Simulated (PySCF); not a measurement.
Level of theory: PBE0/[Ir def2-TZVP with ECP60, F def2-TZVP], scalar-relativistic core potentials, density fitting, no spin–orbit coupling, PySCF. Open shells, if any, are unrestricted.

**Question.** What spin state, shape and geometry does isolated IrF₂ take (every ligand bound to Ir)?

**Answer.** Formally Ir is in oxidation state +2, d7, with 3 unpaired electrons (the high-spin count). The Mulliken spin on Ir is 2.65. The polar-tensor charge on Ir, 1.12, is far below the formal one. The lowest minimum found is a quartet of D∞h symmetry with Ir–F 1.845 Å (×2); F–Ir–F 180.0°. Its harmonic wavenumbers are 157 (πu), 681 (σg+), 717 (σu+) cm⁻¹ and its dipole moment is 0.00 D.

This need not be the most stable arrangement of these atoms. Open d and f shells are described by one determinant, and the ground state may have another occupation or spin. With an element this heavy the missing spin–orbit coupling can shift these numbers.
